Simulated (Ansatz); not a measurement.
Start from `CBF` and change one element to get `[CH3][GaH][F]`.

Ansatz, PBE0-D4/def2-TZVP geometries, multiplicity 1. 

Scalar relativity is left out up to krypton.

| property | `CBF` |
| --- | --- |
| HOMO energy (PBE0/def2-TZVPP) / eV | -8.97 |
| LUMO energy (PBE/def2-TZVPP) / eV | -1.49 |
| HOMO energy (PBE/def2-TZVPP) / eV | -7.41 |
| LUMO energy (B3LYP/def2-TZVPP) / eV | -0.72 |
| LUMO energy (ωB97M-V/def2-TZVPP) / eV | 1.51 |
| HOMO–LUMO gap (PBE0/def2-TZVPP) / eV | 8.52 |

Give the same properties after the change, and the shifts. (An estimate is asked.)

The calculation gave: 
```tsv
property	`[CH3][GaH][F]`	shift
HOMO energy (PBE0/def2-TZVPP) / eV	-8.44	0.53
LUMO energy (PBE/def2-TZVPP) / eV	-1.91	-0.42
HOMO energy (PBE/def2-TZVPP) / eV	-7.08	0.33
LUMO energy (B3LYP/def2-TZVPP) / eV	-1.43	-0.71
LUMO energy (ωB97M-V/def2-TZVPP) / eV	0.56	-0.95
HOMO–LUMO gap (PBE0/def2-TZVPP) / eV	7.32	-1.20
```

With PBE0 the HOMO rises by 0.53 eV and the LUMO falls by 0.66 eV, so the gap narrows by about 1.19 eV. PBE moves the HOMO by 0.33 eV and ωB97M-V by 0.67 eV.

B3LYP here is the variant with VWN-RPA as its local correlation; programs differ in this.
